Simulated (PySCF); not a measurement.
Zn(OH) (HOZn), SMILES [OH][Zn] (connectivity only; charge and spin as stated), neutral, multiplicity 2.

Geometry: B3LYP-D3(BJ)/def2-TZVP. The multiplicity is an assumed one; other spin states were not compared. The isomer is the one that the SMILES or the coordinates give; other isomers of the formula were not compared.

Two levels are set side by side: PBE/def2-TZVPD (PySCF) and r2SCAN/def2-TZVPD (PySCF). Same geometry, gas phase. Differences are taken from unrounded values.

| quantity | r2SCAN |
|---|---|
| α-spin orbital gap (eV) | 4.45 |
| β-spin orbital gap (eV) | 2.99 |
| dipole moment (D) | 1.92 |
| mean polarisability (bohr³) | 41.1 |

Problem. What does PBE give, and how far is it from r2SCAN? (Estimate from the structure and the level; the computed values follow.)

Solution. 
```json
[
 {"quantity": "α-spin orbital gap (eV)", "PBE": "3.87", "PBE minus r2SCAN": "-0.59"},
 {"quantity": "β-spin orbital gap (eV)", "PBE": "2.34", "PBE minus r2SCAN": "-0.65"},
 {"quantity": "dipole moment (D)", "PBE": "1.80", "PBE minus r2SCAN": "-0.12"},
 {"quantity": "mean polarisability (bohr³)", "PBE": "42.7", "PBE minus r2SCAN": "1.6"}
]
```

Rough cost on one machine, each run with all the roots and properties that it gave: r2SCAN against PBE within a factor of 2.
